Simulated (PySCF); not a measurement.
C2H5ClMg, SMILES C[CH2][Mg][Cl].

Geometry: TPSSh-D3(BJ)/def2-SVP. Other conformers were not sampled.

These are PBE0/def2-TZVPD in PySCF values and carry that method's errors.

Computed frontier levels, gap, dipole moment and polarisability:
```json
{
 "highest_occupied_level": "-7.02 eV",
 "lowest_empty_level": "-1.17 eV",
 "orbital_gap": "5.86 eV",
 "dipole_moment": "2.45 D",
 "quadrupole, principal values (traceless, Buckingham form, about the centre of nuclear charge)": "-14.74, 6.97, 7.78 D·Å",
 "mean_static_polarisability": "68.2 bohr³ (10.11 Å³)",
 "polarisability_principal_values": "56.4, 59.9, 88.2 bohr³"
}
```
